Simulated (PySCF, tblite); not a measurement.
Isomers of C6H11NO2Si, one GFN2-xTB conformer each. Single-point energies are computed at PBE0/pcSseg-1 (PySCF, gas phase, no added dispersion term), electronic only.

Question: Rank them by PBE0/pcSseg-1 energy, lowest first (kcal/mol).
A. `[N:1]#[C:2][CH2:3][C@@H:4]1[O:5][CH2:6][CH2:7][SiH2:8][CH2:9][O:10]1` with C2–C3–C4–O5 -70°, C3–C4–O5–C6 119°, C4–O5–C6–C7 76°, O5–C6–C7–Si8 19°, C6–C7–Si8–C9 -73°
B. `[CH3:1][N:2]([CH3:3])[Si@@H:4]([OH:5])[c:6]1[cH:7][cH:8][o:9][cH:10]1` with C1–N2–Si4–O5 -40°, N2–Si4–O5–H -54°, N2–Si4–C6–C7 -122°
C. `[CH3:1][O:2][Si@H:3]([OH:4])[n:5]1[cH:6][cH:7][cH:8][c:9]1[CH3:10]` with C1–O2–Si3–O4 -55°, O2–Si3–O4–H -171°, O2–Si3–N5–C6 123°
D. `[NH2:1][C:2](=[O:3])/[CH:4]=[CH:5]/[C:6](=[O:7])[CH2:8][CH2:9][SiH3:10]` with H–N1–C2–O3 0° and 180°, N1–C2–C4–C5 179°, C4–C5–C6–O7 7°, C5–C6–C8–C9 163°, C6–C8–C9–Si10 45°
E. `[CH3:1][CH:2]([CH3:3])[O:4][C@@:5]([SiH3:6])([C:7]#[N:8])[CH:9]=[O:10]` with C1–C2–O4–C5 -139°, C2–O4–C5–Si6 -168°, O4–C5–C9–O10 -175°
F. `[CH3:1]/[CH:2]=[C:3](/[C:4]#[N:5])[O:6][SiH2:7][CH2:8][O:9][CH3:10]` with C2–C3–O6–Si7 -179°, C3–O6–Si7–C8 180°, O6–Si7–C8–O9 -178°, Si7–C8–O9–C10 180°

Answer: C (0.0), B (35.9), D (62.5), A (81.7), F (82.3), E (98.4).

As drawn, the lowest has an aromatic ring, an O–H bond and an Si–O bond, which the highest lacks; the highest has a C=O bond, a C≡N group and an Si–C bond, which the lowest lacks. Neighbours under 2.5 kcal/mol apart (N#CC[C@@H]1OCC[SiH2]CO1 and C/C=C(/C#N)O[SiH2]COC) can change places with a better method, another conformer or zero-point energy. GFN2-xTB itself gives, in the same order: 0.0, 45.9, 99.1, 105.1, 92.0, 115.3. Both levels put the same isomer lowest; measured from each level's own lowest isomer, the values differ by up to 36.6 kcal/mol (NC(=O)/C=C/C(=O)CC[SiH3]: 99.1 against 62.5).

Q: Which frontier levels, dipoles and rotational constants go with these structures?

A: 
| SMILES | HOMO (eV, PBE0/pcSseg-1) | LUMO (eV) | dipole (D) | A, B, C (MHz) |
| --- | --- | --- | --- | --- |
| CO[Si@H](O)n1cccc1C | -5.80 | 0.72 | 2.36 | 2016, 854.2, 656.1 |
| CN(C)[Si@@H](O)c1ccoc1 | -6.32 | 0.19 | 1.59 | 1955, 740.8, 624.5 |
| NC(=O)/C=C/C(=O)CC[SiH3] | -7.75 | -2.62 | 2.48 | 3573, 406.5, 371.8 |
| N#CC[C@@H]1OCC[SiH2]CO1 | -7.84 | 0.79 | 3.15 | 2181, 785.8, 622.9 |
| C/C=C(/C#N)O[SiH2]COC | -7.23 | -1.08 | 4.80 | 2005, 506.4, 409.3 |
| CC(C)O[C@@]([SiH3])(C#N)C=O | -7.82 | -1.54 | 4.37 | 1409, 812.6, 780.1 |

Q: What happens when harmonic zero-point energies from GFN2-xTB frequencies are added?

A: 
| SMILES | ZPE (kcal/mol) | electronic (kcal/mol) | with ZPE (kcal/mol) |
| --- | --- | --- | --- |
| CO[Si@H](O)n1cccc1C | 101.8 | 0.0 | 0.0 |
| CN(C)[Si@@H](O)c1ccoc1 | 101.7 | 35.9 | 35.7 |
| NC(=O)/C=C/C(=O)CC[SiH3] | 97.6 | 62.5 | 58.3 |
| N#CC[C@@H]1OCC[SiH2]CO1 | 100.6 | 81.7 | 80.4 |
| C/C=C(/C#N)O[SiH2]COC | 98.1 | 82.3 | 78.6 |
| CC(C)O[C@@]([SiH3])(C#N)C=O | 96.7 | 98.4 | 93.2 |

The zero-point energies span 5.1 kcal/mol. The lowest isomer stays, but the order above it changes.
